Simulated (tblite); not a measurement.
Cost of one run: molecular-dynamics run, `C=C/C=C\CC(F)(F)F`.

Method: GFN2-xTB Langevin dynamics, gas phase (tblite 0.8.0). Geometry: GFN2-xTB. Work: Langevin dynamics, 2000 steps. A driver script takes a list of jobs; this job's settings line and coordinates (Å) are shown.

Command:
```bash
OMP_NUM_THREADS=1 python probes_run.py task.json out
```

Input:
```
{"job": {"kind": "md", "xc": "GFN2-xTB", "basis": "xTB", "temperature": 600, "steps": 2000, "every": 50, "frames": 5}, "charge": 0, "multiplicity": 1}
C      2.983279     0.365034    -0.465096
C      1.717204     0.400086    -0.061601
C      0.975314    -0.793296     0.279086
C     -0.280974    -0.865733     0.719166
C     -1.212960     0.286373     0.951970
C     -2.424577     0.173174     0.043770
F     -3.279022     1.196285     0.221383
F     -3.128273    -0.947972     0.259063
F     -2.096566     0.176391    -1.255725
H      3.520867    -0.564652    -0.553671
H      3.525606     1.258760    -0.720049
H      1.210277     1.351410     0.013419
H      1.524917    -1.718153     0.162248
H     -0.715712    -1.833563     0.928480
H     -0.743597     1.248754     0.752623
H     -1.583382     0.276045     1.981006
```

Hardware: one thread of an Intel Xeon Platinum 8375C at 2.90 GHz, no GPU (shared host).

Question: Which is nearest to the wall time?
A. 14 s
B. 1.7 s
C. 1.8 min

Answer: A. The run took 14 s. That is 7 ms a step, or 260 ps of dynamics an hour.

Q: Estimate the peak memory.

A: About 0.18 GiB. Peak memory is the resident size of the whole Python process, interpreter and libraries included.

Q: At this speed, how long would 5000 such jobs take on 96 cores, one job a core?

A: 5000/96 gives 53 rounds of 14 s, about 12 min of wall time and 19 core-hours, if the jobs don't slow each other.

Other jobs ran on the host; a repeat could differ by tens of per cent or more.
